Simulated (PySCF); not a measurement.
I2, SMILES II (connectivity only; charge and spin as stated), charge -1, multiplicity 2. Atoms are numbered in the order given.

```xyz
2

I      0.0000     0.0000    -1.6134
I      0.0000     0.0000     1.6134
```
Charge -1, spin multiplicity 2.

The structure is a stationary point at PBE0-D3(BJ)/def2-TZVPD. The def2 effective core potentials stand for the cores of I; spin–orbit coupling is left out.

All values below come from PySCF with r2SCAN/def2-TZVPD.

The molecule is in vacuum.

Computed frontier levels, dipole moment and polarisability:
The α spin, highest occupied and lowest empty level is -0.98 and 3.40 eV and the β spin, highest occupied and lowest empty level is -1.39 and 0.17 eV. The dipole moment about the centre of nuclear charge comes out as 0.00 D. The mean static polarisability comes out as 117.0 bohr³ (17.34 Å³) and the polarisability, principal values is 86.9, 86.9, 177.4 bohr³. The ⟨S²⟩ is 0.755 (pure state 0.75).
